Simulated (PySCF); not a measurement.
# Excitation energy of Mo⁺ by level of theory

Mo⁺ [Kr] 4d5 (6S) → Mo⁺ [Kr] 4d4 5s1 (6D), as a difference of total energies. All numbers are calculated (PySCF 2.14, the spin-free X2C one-electron Hamiltonian (Gaussian nucleus), in x2c-TZVPPall). Correlated levels: valence: [Kr] frozen; valence and next inner shell: [Ar] 3d10 frozen. The calculations carry no spin-orbit coupling.

```json
{"method": "UHF", "excitation energy (cm⁻¹)": "11390", "error (cm⁻¹)": "-1411"}
{"method": "LDA", "excitation energy (cm⁻¹)": "12127", "error (cm⁻¹)": "-674"}
{"method": "PBE", "excitation energy (cm⁻¹)": "12582", "error (cm⁻¹)": "-219"}
{"method": "PBE0", "excitation energy (cm⁻¹)": "13342", "error (cm⁻¹)": "+541"}
{"method": "r2SCAN", "excitation energy (cm⁻¹)": "12170", "error (cm⁻¹)": "-630"}
{"method": "M06-2X", "excitation energy (cm⁻¹)": "12600", "error (cm⁻¹)": "-200"}
{"method": "LC-wPBE", "excitation energy (cm⁻¹)": "14672", "error (cm⁻¹)": "+1871"}
{"method": "B2PLYP", "excitation energy (cm⁻¹)": "12483", "error (cm⁻¹)": "-318"}
{"method": "wB97X", "excitation energy (cm⁻¹)": "14879", "error (cm⁻¹)": "+2079"}
{"method": "MP2 (valence)", "excitation energy (cm⁻¹)": "13141", "error (cm⁻¹)": "+341"}
{"method": "SCS-MP2 (valence)", "excitation energy (cm⁻¹)": "11974", "error (cm⁻¹)": "-827"}
{"method": "MP2 (valence and next inner shell)", "excitation energy (cm⁻¹)": "12963", "error (cm⁻¹)": "+163"}
{"method": "SCS-MP2 (valence and next inner shell)", "excitation energy (cm⁻¹)": "12176", "error (cm⁻¹)": "-625"}
```

Reference: 12801 cm⁻¹ (measured; NIST levels, between the centres of gravity of the two terms).

Errors of the correlated levels include the incompleteness of this basis and the frozen core.

The basis was made for the ground configuration and has no added diffuse functions, so the excitation energy can come out too high.
